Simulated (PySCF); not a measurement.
Species: GeH₆N₂.
Atom-mapped SMILES: `[NH2:1][NH:2][GeH3:3]` (hydrogens: H4, H5 on N1; H6 on N2; H7, H8, H9 on Ge3)

Method: PySCF 2.14.0, PBE0-D3(BJ)/def2-SVP geometry optimisation, gas phase; density fitting, grid level 1; the optimiser is geomeTRIC in internal coordinates, started from a GFN2-xTB structure with every atom displaced at random (about 0.01 Å).

Step 10: E = -59574.6810 eV
```
atom  x, y, z in Å  |  force x, y, z in eV/Å
N1     -1.4938   -0.1118   -0.0725   -1.647  -0.057   0.723
N2     -0.2823   -0.6866   -0.3064    1.858  -0.424  -0.544
Ge3     1.3258    0.0222    0.3152   -0.433   0.333  -0.134
H4     -1.9633   -0.5605    0.7263    0.256   0.180  -0.364
H5     -1.4859    0.8839    0.1090    0.145   0.447  -0.032
H6     -0.1302   -0.8220   -1.3086   -0.357  -0.221   0.065
H7      2.4332   -0.8413   -0.2969    0.079  -0.103   0.065
H8      1.4833    1.4776   -0.2185    0.058  -0.030   0.099
H9      1.3259    0.0881    1.8457    0.040  -0.124   0.121
```

Step 11: E = -59574.7511 eV
```
atom  x, y, z in Å  |  force x, y, z in eV/Å
N1     -1.5030   -0.1076   -0.0693   -0.561   0.012   0.245
N2     -0.2686   -0.6923   -0.3207    0.736  -0.037  -0.307
Ge3     1.3215    0.0380    0.3028   -0.274   0.136  -0.058
H4     -1.9479   -0.5544    0.7334    0.122   0.068  -0.053
H5     -1.4727    0.8951    0.1101    0.094   0.086  -0.054
H6     -0.1686   -0.8719   -1.3209   -0.169  -0.123   0.106
H7      2.4466   -0.8281   -0.2844    0.030  -0.036   0.052
H8      1.4952    1.4998   -0.1983    0.018  -0.012   0.055
H9      1.3102    0.0711    1.8405    0.004  -0.094   0.013
```

Step 12: E = -59574.7964 eV
```
atom  x, y, z in Å  |  force x, y, z in eV/Å
N1     -1.5046   -0.1303   -0.0494    0.091   0.098  -0.319
N2     -0.2558   -0.6939   -0.3487   -0.064   0.134  -0.085
Ge3     1.3044    0.0451    0.2987    0.035  -0.008  -0.006
H4     -1.8108   -0.4360    0.8647   -0.059  -0.009   0.251
H5     -1.5144    0.8930   -0.0867    0.038  -0.115   0.100
H6     -0.2219   -0.9474   -1.3329    0.012  -0.101   0.060
H7      2.4604   -0.7771   -0.3027   -0.003   0.026   0.024
H8      1.4675    1.5395   -0.0870   -0.019   0.010   0.003
H9      1.2879   -0.0432    1.8373   -0.030  -0.035  -0.029
```

Step 13: E = -59574.8032 eV
```
atom  x, y, z in Å  |  force x, y, z in eV/Å
N1     -1.4986   -0.1202   -0.0526    0.168  -0.069  -0.135
N2     -0.2537   -0.6983   -0.3635   -0.182   0.136  -0.033
Ge3     1.2947    0.0515    0.2840    0.091  -0.084   0.061
H4     -1.7902   -0.4294    0.8702   -0.030   0.014   0.094
H5     -1.4678    0.9009   -0.0535   -0.031   0.005   0.030
H6     -0.2362   -0.9861   -1.3370    0.010  -0.047   0.001
H7      2.4700   -0.7626   -0.2876    0.005   0.029  -0.010
H8      1.4514    1.5498   -0.0865   -0.031   0.005  -0.013
H9      1.2432   -0.0558    1.8197    0.000   0.010   0.005
```

Problem. Estimate the geometry and energy of step 14. (The exact step hangs on the optimiser's Hessian estimate; all steps are aligned on step 13, rigid shifts and turns removed.)

Solution. E = -59574.8057 eV, largest force 0.137 eV/Å
```
atom  x, y, z in Å  |  force x, y, z in eV/Å
N1     -1.4968   -0.1209   -0.0522    0.074  -0.079  -0.017
N2     -0.2550   -0.6964   -0.3690   -0.081   0.111   0.008
Ge3     1.2962    0.0456    0.2866    0.010  -0.049   0.020
H4     -1.7715   -0.4032    0.8871    0.002   0.005  -0.019
H5     -1.4776    0.9002   -0.0784    0.004   0.025   0.008
H6     -0.2404   -0.9996   -1.3378   -0.002  -0.033   0.016
H7      2.4795   -0.7503   -0.2927    0.000   0.013  -0.011
H8      1.4355    1.5489   -0.0720   -0.012   0.002  -0.002
H9      1.2430   -0.0745    1.8217    0.005   0.006  -0.003
```

The energy changes by -0.0025 eV. The first-order estimate −F·Δx gives -0.0039 eV and the mean of the old and new forces, exact on a quadratic surface, -0.0025 eV. The step makes an angle of 80° with the force vector and moves no atom by more than 0.036 Å.

What follows is the cost of the whole optimisation. The run took 40 s wall on one thread, Arm Neoverse V2 (aarch64), no GPU, shared host with 96 logical CPUs at a one-minute load of 8.0, and the process peaked at 0.38 GiB of memory.
